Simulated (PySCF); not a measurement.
# GaN at UHF-CCSD(T)

Computed with UHF-CCSD(T); Ga 6-31G(d,p), N 6-31G(d,p); no relativity (PySCF 2.14).

For GaN, the state is ³Σ⁻ (triplet), unpaired electrons π ↑↑ and the bond length is 202.1 pm. The harmonic wavenumber is 505 cm⁻¹. The force constant is 1.75 mdyn/Å. The rotational constant Be is 0.3546 cm⁻¹ and the anharmonicity ωexe is 3.31 cm⁻¹. The vibration–rotation constant αe is 0.00326 cm⁻¹ and the well depth De to Ga + N is 36.4 kcal/mol. The dissociation energy D0 is 35.7 kcal/mol.

Correlated steps freeze 10 core orbitals. Correlated levels converge slowly with the basis: in double zeta they bind strong bonds too weakly, by up to about 1 eV, and carry superposition errors of some tenths. Spin–orbit coupling is left out. The state was picked by a PBE0 search and need not be the measured ground state.
